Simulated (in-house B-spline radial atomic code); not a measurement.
Removal energies of one electron outside the [He] 2s2 2p6 core along the 11-electron series, with the parts due to correlation (partial-wave tail included) and to Breit and QED terms, both contained in the total; recoil is left out. Computed with an all-electron radial atomic-structure program (B-spline basis): frozen-core Dirac-Hartree-Fock with a screened correlation potential.

| ion | Z | removal energy of 4s1/2 (eV) | correlation part of 4s1/2 (eV) | Breit and QED part of 4s1/2 (eV) | removal energy of 3p3/2 (eV) | correlation part of 3p3/2 (eV) | Breit and QED part of 3p3/2 (eV) |
| --- | --- | --- | --- | --- | --- | --- | --- |
| Kr25+ | 36 | 648.08 | 0.32136 | -0.29474 | 1135.92 | 0.90608 | -0.46587 |
| Rb26+ | 37 | 696.96 | 0.32476 | -0.3282 | 1221.19 | 0.91344 | -0.51859 |
| Sr27+ | 38 | 747.66 | 0.3283 | -0.36421 | 1309.54 | 0.92148 | -0.57515 |
| Zr29+ | 40 | 854.53 | 0.33534 | -0.44427 | 1495.52 | 0.93609 | -0.7004 |
| Nb30+ | 41 | 910.72 | 0.33817 | -0.48855 | 1593.16 | 0.94162 | -0.76934 |
| Mo31+ | 42 | 968.77 | 0.34091 | -0.53585 | 1693.91 | 0.94717 | -0.84272 |
| Tc32+ | 43 | 1028.67 | 0.34396 | -0.58622 | 1797.77 | 0.9523 | -0.92064 |
| Ru33+ | 44 | ? | ? | ? | ? | ? | ? |
| Rh34+ | 45 | 1154.1 | 0.35039 | -0.69683 | 2014.86 | 0.96419 | -1.0908 |
| Pd35+ | 46 | ? | ? | ? | ? | ? | ? |
| Ag36+ | 47 | 1287.09 | 0.35607 | -0.82135 | 2244.45 | 0.97323 | -1.2809 |
| Cd37+ | 48 | 1356.45 | 0.35876 | -0.88916 | 2363.96 | 0.97816 | -1.3838 |
| In38+ | 49 | 1427.73 | 0.36118 | -0.96083 | 2486.61 | 0.98178 | -1.4922 |
| Sn39+ | 50 | 1500.94 | 0.36346 | -1.0366 | 2612.42 | 0.98501 | -1.6062 |
| Sb40+ | 51 | 1576.11 | 0.36583 | -1.1164 | 2741.38 | 0.98874 | -1.7259 |
| Te41+ | 52 | ? | ? | ? | ? | ? | ? |
| I42+ | 53 | 1732.33 | 0.37172 | -1.2891 | 3008.83 | 0.99632 | -1.9832 |
| Xe43+ | 54 | 1813.42 | 0.37406 | -1.3823 | 3147.32 | 0.99936 | -2.1211 |

Fill in the row of Ru33+.

removal energy of 4s1/2 (eV): 1090.45; correlation part of 4s1/2 (eV): 0.34748; Breit and QED part of 4s1/2 (eV): -0.63985; removal energy of 3p3/2 (eV): 1904.75; correlation part of 3p3/2 (eV): 0.95847; Breit and QED part of 3p3/2 (eV): -1.0033.

Fill in the row of Pd35+.

removal energy of 4s1/2 (eV): 1219.65; correlation part of 4s1/2 (eV): 0.35348; Breit and QED part of 4s1/2 (eV): -0.75729; removal energy of 3p3/2 (eV): 2128.09; correlation part of 3p3/2 (eV): 0.96845; Breit and QED part of 3p3/2 (eV): -1.1833.

Fill in the row of Te41+.

removal energy of 4s1/2 (eV): 1653.23; correlation part of 4s1/2 (eV): 0.36941; Breit and QED part of 4s1/2 (eV): -1.2005; removal energy of 3p3/2 (eV): 2873.52; correlation part of 3p3/2 (eV): 0.99339; Breit and QED part of 3p3/2 (eV): -1.8515.
